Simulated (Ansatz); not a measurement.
One change: `C[O][Sc]([OH])[OH]` becomes `C[O][Y]([OH])[OH]`.

Ansatz, PBE0-D4/def2-TZVP geometries, multiplicity 1. Each molecule was computed in one conformer, which needn't be the lowest.

Elements past krypton have def2 core potentials. Scalar relativity is left out up to krypton.

| property | `C[O][Sc]([OH])[OH]` |
| --- | --- |
| size of the dipole moment (ωB97M-V/def2-TZVPP) / D | 0.11 |
| LUMO energy (PBE0/def2-TZVPP) / eV | -1.35 |
| LUMO energy (B3LYP/def2-TZVPP) / eV | -1.72 |
| HOMO–LUMO gap (PBE/def2-TZVPP) / eV | 3.76 |
| HOMO energy (ωB97M-V/def2-TZVPP) / eV | -9.94 |
| LUMO energy (ωB97M-V/def2-TZVPP) / eV | 0.06 |

What does the change do to each property? (Estimate.)

The calculation gave: 
| property | `C[O][Y]([OH])[OH]` | shift |
| --- | --- | --- |
| size of the dipole moment (ωB97M-V/def2-TZVPP) / D | 0.36 | 0.25 |
| LUMO energy (PBE0/def2-TZVPP) / eV | -1.36 | -0.01 |
| LUMO energy (B3LYP/def2-TZVPP) / eV | -1.71 | 0.01 |
| HOMO–LUMO gap (PBE/def2-TZVPP) / eV | 3.65 | -0.11 |
| HOMO energy (ωB97M-V/def2-TZVPP) / eV | -9.69 | 0.25 |
| LUMO energy (ωB97M-V/def2-TZVPP) / eV | -0.16 | -0.22 |

Dipoles are sizes alone; their direction can turn.

B3LYP here is the variant with VWN-RPA as its local correlation; programs differ in this.
